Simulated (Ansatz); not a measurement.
`B1OC[SiH2]1` and `SB1OC[SiH2]1` differ in one atom or group.

Ansatz, PBE0-D4/def2-TZVP geometries, multiplicity 1. Each molecule was computed in one conformer, which needn't be the lowest.

```csv
property,`B1OC[SiH2]1`
HOMO energy (ωB97M-V/def2-TZVPP) / eV,-9.71
HOMO–LUMO gap (B3LYP/def2-TZVPP) / eV,6.08
LUMO energy (PBE/def2-TZVPP) / eV,-2.08
LUMO energy (B3LYP/def2-TZVPP) / eV,-1.29
size of the dipole moment (ωB97M-V/def2-TZVPP) / D,1.23
LUMO energy (PBE0/def2-TZVPP) / eV,-1.10
```

(1) What does the change do to each property? (Estimate.)

## Answers

(1) Computed: 
```csv
property,`SB1OC[SiH2]1`,shift
HOMO energy (ωB97M-V/def2-TZVPP) / eV,-9.72,-0.01
HOMO–LUMO gap (B3LYP/def2-TZVPP) / eV,6.45,0.37
LUMO energy (PBE/def2-TZVPP) / eV,-1.72,0.36
LUMO energy (B3LYP/def2-TZVPP) / eV,-0.97,0.32
size of the dipole moment (ωB97M-V/def2-TZVPP) / D,1.91,0.68
LUMO energy (PBE0/def2-TZVPP) / eV,-0.82,0.28
```

With PBE0 the HOMO falls by 0.06 eV and the LUMO rises by 0.28 eV, so the gap widens by about 0.34 eV. PBE moves the HOMO by -0.08 eV and ωB97M-V by -0.01 eV. Dipoles are sizes alone; their direction can turn.

B3LYP here is the variant with VWN-RPA as its local correlation; programs differ in this.
